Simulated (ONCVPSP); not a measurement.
**Varying the ONCV potential for V**

Base potential:

| Quantity | Value |
| --- | --- |
| Element | V (Z = 23) |
| Generator | ONCVPSP 4.0.1 |
| Type | optimised norm-conserving Vanderbilt (ONCV) |
| Functional | LDA (Perdew-Wang 92) |
| Relativity | scalar-relativistic |
| Frozen core | [Ne] |
| Valence charge | 13 |
| Reference configuration | 3s2 3p6 3d3.5 4s1.5 |
| Partial waves | 3s+4s: rc 1.30 bohr, ncon 3, nbas 7, qcut 7.1 1/bohr, 2 projectors; 3p: rc 1.35 bohr, ncon 5, nbas 9, qcut 9.1 1/bohr, 2 projectors, debl 2.7 Ha; 3d: rc 1.40 bohr, ncon 4, nbas 8, qcut 13.3 1/bohr, 3 projectors, debl 2.4 Ha |
| Local potential | polynomial inside 1.10 bohr (lpopt 1, dvloc0 -1 Ha) |
| Core correction | Teter function, fcfact 4, rcfact 1.35 |

Cutoffs, loose and tight: the cutoffs (Ha) at which the residual kinetic energy of the hardest occupied pseudo-wave falls to 1 and 0.1 mHa per electron. They do not see the model core or the augmentation charge, which bear on the density cutoff. Test errors are all-electron minus pseudo excitation energies from the reference, over the configurations 3s2 3p6 3d3 4s2; 3s2 3p6 3d3 4s1; 3s2 3p6 3d3 4s0; 3s2 3p5 3d3 4s2. A dash means not determined; rows that change the core or the reference have their own tests.

```csv
change,outcome,"cutoff, loose","cutoff, tight",bound ghosts,GHOST(+) flags above zero,largest test error (meV)
base,generated,54 Ha,64 Ha,none,none,+2.1
"core correction Teter function, fcfact 4, rcfact 1.02",generated,54 Ha,64 Ha,none,none,+2.2
"core correction Teter function, fcfact 4, rcfact 1.22",generated,54 Ha,64 Ha,none,none,+2.1
"core correction Teter function, fcfact 4, rcfact 1.34",generated,54 Ha,64 Ha,none,none,+2.1
"core correction Teter function, fcfact 4, rcfact 1.56",generated,54 Ha,64 Ha,none,none,-3.9
"core correction Teter function, fcfact 4, rcfact 1.78",generated,54 Ha,64 Ha,none,none,-8.4
```

Q: What comes out with this change to the base: core correction Teter function, fcfact 4, rcfact 1.98?

A: outcome: generated; cutoff, loose: 54 Ha; cutoff, tight: 64 Ha; bound ghosts: none; GHOST(+) flags above zero: none; largest test error (meV): -16.

Reading the sweep of the rcfact (base included, trends over the rows without a ghost): The loose cutoff stays near 54 Ha. The median size of the test errors (rows with all tests solved) stays near 1.7 meV.
